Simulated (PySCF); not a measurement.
Values are calculated unless marked as measured or tabulated.
## Si3H8N

Si3H8N is a small molecule (built as: Si site whose three back bonds go to SiH3, NHSiH3, H), neutral, doublet. The structure, one conformer, was relaxed in the gas phase by PBE0-D3(BJ)/def2-SVP. No frequency run checks that it is a minimum.

SMILES: [SiH3]N[SiH][SiH3]

```xyz
12

Si    0.707   -1.253   -0.522
Si    2.021    0.598    0.055
N    -1.005   -0.897   -0.460
Si   -1.856    0.206    0.593
H     1.018   -1.741   -1.910
H     1.685    1.847   -0.703
H     3.437    0.217   -0.244
H     1.910    0.890    1.517
H    -1.590   -1.537   -0.993
H    -0.890    1.278    0.979
H    -2.375   -0.435    1.842
H    -3.019    0.799   -0.135
```
Atoms count from 1 in this order.

EPR values by unrestricted B3LYP, IGLO-III on N Si, pcH-1 on H.

Q: Predict g and the largest hyperfine couplings. Where does the spin sit?

A: g = 2.0019, 2.0024, 2.0045. The spin sits on Si1 (80 %, bonded to 1 N + 1 Si + 1 H) by Mulliken populations.
```tsv
atom	isotope	isotropic (MHz)	dipolar, principal values (MHz)
Si1	29Si	-476.0	-137.1, 68.3, 68.8
Si2	29Si	-74.6	-16.1, 6.4, 9.7
H5	1H	67.0	-8.1, 0.9, 7.2
H6	1H	62.3	-2.4, -0.3, 2.6
N3	14N	8.3	-7.0, -6.5, 13.5
H9	1H	-9.0	-8.0, -3.0, 11.0
```

Q: How do the isotropic couplings move with BHandHLYP?

A: Si1 -476.0 to -510.1 MHz, Si2 -74.6 to -75.9 MHz, H5 67.0 to 68.3 MHz, H6 62.3 to 61.1 MHz.

The 2 runs behind this took 2 min in all, one thread each of Arm Neoverse V1 on a shared host, launched as `OMP_NUM_THREADS=1 python cluster_run.py task.json out`.
